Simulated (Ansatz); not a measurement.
Species: sum formula H3BPO, net charge -1, singlet state. It need not be the lowest isomer of its formula. Whether it binds its extra electron was not tested at this geometry. 
Coordinates optimised at B3LYP-D3(BJ)/def2-TZVP (Ansatz, an electronic-structure program):
SMILES: B(O)[PH-]
```xyz
6

B     -0.2702    -0.6696     0.3189
H     -1.1734    -1.4714     0.4021
O      0.8262    -1.0369     1.1352
H      1.5205    -0.3752     1.0402
P     -0.2688     0.8540    -0.7228
H     -1.5741     0.6803    -1.2766
```
Charge -1, spin multiplicity 1.

Basis-set convergence of Hartree-Fock and CCSD(T) correlation energies (hartree) with Ansatz. Cores are frozen in the correlated levels unless marked. No spin-orbit coupling. No relativistic terms.

```
basis            functions       E(HF)  E(corr, CCSD(T))  rough core time
---------------  ---------  ----------  ----------------  ---------------
aug-cc-pV(D+d)Z        105  -442.10338          -0.48248       under 20 s
aug-cc-pV(T+d)Z        216  (withheld)        (withheld)             30 s
```

Task: Some entries are withheld; supply them.

Result: 
- aug-cc-pV(T+d)Z, E(HF): -442.13994
- aug-cc-pV(T+d)Z, E(corr, CCSD(T)): -0.57706
